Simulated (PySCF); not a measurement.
## Energy of Pd⁻ (palladium, charge -1) between two integer charges

The 5s alpha orbital of [Kr] 4d10 5s1 is emptied in steps (occupation f), with all orbitals relaxed, ending at [Kr] 4d10. Calculation: PySCF 2.14, in aug-cc-pVTZ-PP with ECP28MDF; a scalar-relativistic core potential. The exact energy is a straight line in f; departures are measured from the line between the end points of the same method.

Among BHandHLYP, wB97X, B3LYP, which shows the largest delocalisation error (convex curve), and which is closest to linear?

Most convex: B3LYP (-0.456 eV at f = 0.5); closest to linear: wB97X (-0.006 eV).

| f | BHandHLYP (eV) | wB97X (eV) | B3LYP (eV) |
| --- | --- | --- | --- |
| 1 | 0.000 | 0.000 | 0.000 |
| 0.9 | -0.087 | -0.003 | -0.155 |
| 0.7 | -0.208 | -0.006 | -0.372 |
| 0.5 | -0.253 | -0.006 | -0.456 |
| 0.3 | -0.217 | -0.004 | -0.393 |
| 0.1 | -0.095 | -0.001 | -0.172 |
| 0 | 0.000 | 0.000 | 0.000 |

| method | E(f=0) − E(f=1) (eV) | −ε at f=1 (eV) | −ε at f=0.5 (eV) |
| --- | --- | --- | --- |
| BHandHLYP | 0.350 | -0.610 | 0.323 |
| wB97X | 0.325 | 0.294 | 0.331 |
| B3LYP | 0.783 | -0.909 | 0.722 |

At f = 1 the orbital energy is positive for BHandHLYP, B3LYP: only the finite basis holds the electron.

Reference removal energy between the ground levels: 0.562 eV (measured; photodetachment measurements, as compiled on the Wikipedia data page of electron affinities).
